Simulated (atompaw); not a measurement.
**Ranking PAW (atompaw) potentials for titanium**

All share these settings but for the change named:

titanium, PAW, made with atompaw 4.2.0.5 (PBE, scalar-relativistic). Core [Ne], reference 3s2 3p6 3d2 4s1.75 4p0.25. Waves: 3s (bound): rc 1.25 bohr; 4s (bound): rc 1.95 bohr; 3p (bound): rc 1.75 bohr; 4p (bound): rc 1.95 bohr; 3d (bound): rc 1.85 bohr; 3d channel at 0.35 Ry: rc 1.95 bohr. Local part: ultrasoft scheme with l = 3 at -0.5 Ry, radius 1.90 bohr. Core correction: smooth core density matched at 1.70 bohr. Augmentation charge: sinc compensation charge, radius 1.90 bohr; PAW radius 1.95 bohr; waves and projectors: modrrkj vanderbiltortho.

Cutoff: the first of the cutoffs (Ry, on a coarse ladder) from which the occupation-weighted sum of valence levels, in a spherical-Bessel basis at the reference potential, stays within 10 and 1 mRy of its value at 400 Ry; the density cutoff is not measured.

The base gives 30 Ry.

Of 6 variants that were run, those that failed, showed a ghost or another fault, or gave nearly equal values are left out.

A variant can come out equal or close to the base.

Rank these variants from softest to hardest (loose cutoff).
A. all radii scaled by about 1.05 (s 1.30, p 1.84, d 1.94 bohr); local potential ultrasoft scheme with l = 3 at -0.5 Ry, radius 1.98 bohr; augmentation sinc compensation charge, radius 1.98 bohr; PAW radius 2.04 bohr; waves and projectors: modrrkj vanderbiltortho; core correction smooth core density matched at 1.78 bohr
B. all radii scaled by about 1.15 (s 1.44, p 2.02, d 2.12 bohr); local potential ultrasoft scheme with l = 3 at -0.5 Ry, radius 2.18 bohr; augmentation sinc compensation charge, radius 2.18 bohr; PAW radius 2.24 bohr; waves and projectors: modrrkj vanderbiltortho; core correction smooth core density matched at 1.96 bohr
C. all radii scaled by about 1.27 (s 1.58, p 2.22, d 2.34 bohr); local potential ultrasoft scheme with l = 3 at -0.5 Ry, radius 2.40 bohr; augmentation sinc compensation charge, radius 2.40 bohr; PAW radius 2.46 bohr; waves and projectors: modrrkj vanderbiltortho; core correction smooth core density matched at 2.16 bohr

C (18 Ry), B (25 Ry), A (30 Ry).
